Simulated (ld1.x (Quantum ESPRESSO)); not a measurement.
## tungsten: ultrasoft pseudisation with PBE, scalar-relativistic reference atom.

* Element: tungsten (W)
* Generator: ld1.x (Quantum ESPRESSO) 7.5
* Type: ultrasoft
* Functional: PBE
* Relativity: scalar-relativistic
* Frozen core: [Kr] 4d10 4f14
* Valence charge: 14
* Reference configuration: 5s2 5p6 5d4 6s1.75 6p0 (charge +0.25)
* Partial waves: 5s (bound): rcut 1.50, rcutus 1.80 bohr; 6s (bound): rcut 1.50, rcutus 1.80 bohr; 5p (bound): rcut 2.45, rcutus 2.65 bohr; 6p (bound, empty): rcut 2.45, rcutus 2.65 bohr; 5d (bound): rcut 1.35, rcutus 1.60 bohr; 5d channel at 0.1 Ry: rcut 1.35, rcutus 1.60 bohr
* Local potential: all-electron potential smoothed inside 1.35 bohr (lloc = -1)
* Core correction: none
* Augmentation charge: PSQ, inside the norm-conserving radii

Poles of the logarithmic derivatives, all-electron (AE) and pseudo (PS). s: poles at 1.2 (AE) and 1.2 (PS) Ry. p: poles at -3.3, 2.6 (AE) and -3.3, 2.2 (PS) Ry. d: poles at -0.1 (AE) and -0.1 (PS) Ry. Test radius 2.90 bohr.

- Cutoffs needed: 35 Ry and 50 Ry (the cutoffs (Ry, on a coarse ladder) from which the occupation-weighted sum of valence levels, in a spherical-Bessel basis at the reference potential, stays within 10 and 1 mRy of its value at 400 Ry)
- Ghost test: no extra level below or beside the all-electron valence levels (s, p, d, f tested) (spherical-Bessel basis up to 400 Ry, 20 bohr box)
- Largest excitation error: -228 meV (all-electron minus pseudo) for 5s1 5p6 5d4 6s2 6p0, out of 7 test configurations
- Lowest eigenvalue of the overlap operator: 0.07 (s channel)
- Density cutoff estimated by the generator: 220 Ry
